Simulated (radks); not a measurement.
Correlation energies from several functionals, in hartree. Species: Sc3+ [Ar]; Mn [Ar] 3d5 4s2; Sn9+ [Kr] 4d5; Al+ [Ne] 3s2; Be3+ 1s1. All-electron calculation, non-relativistic Kohn-Sham, LDA (Slater exchange, Perdew-Wang correlation), spin-polarised, spherical densities, point nucleus. Program: a radial shooting solver on a logarithmic mesh with Libxc functionals. Every spin shell is full or empty, so the densities are truly spherical. Functionals are evaluated on that one density, not self-consistently.

[
 {"functional": "PW92", "Sc3+": "-1.5503", "Mn": "-2.0528", "Sn9+": "-4.1794", "Al+": "-0.93042", "Be3+": "-0.037597"},
 {"functional": "VWN5", "Sc3+": "-1.5576", "Mn": "-2.0628", "Sn9+": "-4.1982", "Al+": "-0.93481", "Be3+": "-0.037530"},
 {"functional": "PZ", "Sc3+": "-1.5473", "Mn": "-2.0421", "Sn9+": "-4.1714", "Al+": "-0.92800", "Be3+": "-0.037755"},
 {"functional": "Wigner", "Sc3+": "-0.95259", "Mn": "-1.2148", "Sn9+": "-2.1428", "Al+": "-0.61590", "Be3+": "0"},
 {"functional": "PBEsol", "Sc3+": "-0.87375", "Mn": "-1.2048", "Sn9+": "-2.5498", "Al+": "-0.50001", "Be3+": "-0.0086617"},
 {"functional": "LYP", "Sc3+": "-0.80280", "Mn": "-1.0860", "Sn9+": "-2.1382", "Al+": "-0.48179", "Be3+": "0"},
 {"functional": "P86", "Sc3+": "-0.85975", "Mn": "-1.1910", "Sn9+": "-2.5612", "Al+": "-0.47979", "Be3+": "0.0047903"},
 {"functional": "PW91", "Sc3+": "-0.82780", "Mn": "-1.1370", "Sn9+": "-2.4474", "Al+": "-0.46531", "Be3+": "-0.0080364"},
 {"functional": "AM05", "Sc3+": "-1.4121", "Mn": "-1.8798", "Sn9+": "-3.8941", "Al+": "-0.83711", "Be3+": "-0.032825"},
 {"functional": "TPSS", "Sc3+": "-0.75735", "Mn": "-1.0462", "Sn9+": "-2.2482", "Al+": "-0.42664", "Be3+": "0"},
 {"functional": "revTPSS", "Sc3+": "-0.77262", "Mn": "-1.0682", "Sn9+": "-2.2707", "Al+": "-0.43950", "Be3+": "0"},
 {"functional": "r2SCAN", "Sc3+": "-0.74524", "Mn": "-1.0672", "Sn9+": "-2.2402", "Al+": "-0.42978", "Be3+": "0"},
 {"functional": "B95", "Sc3+": "-0.90520", "Mn": "-1.2338", "Sn9+": "-2.8099", "Al+": "-0.49467", "Be3+": "0"},
 {"functional": "Tao-Mo", "Sc3+": "-0.69895", "Mn": "-0.98199", "Sn9+": "-2.1663", "Al+": "-0.38208", "Be3+": "0"}
]
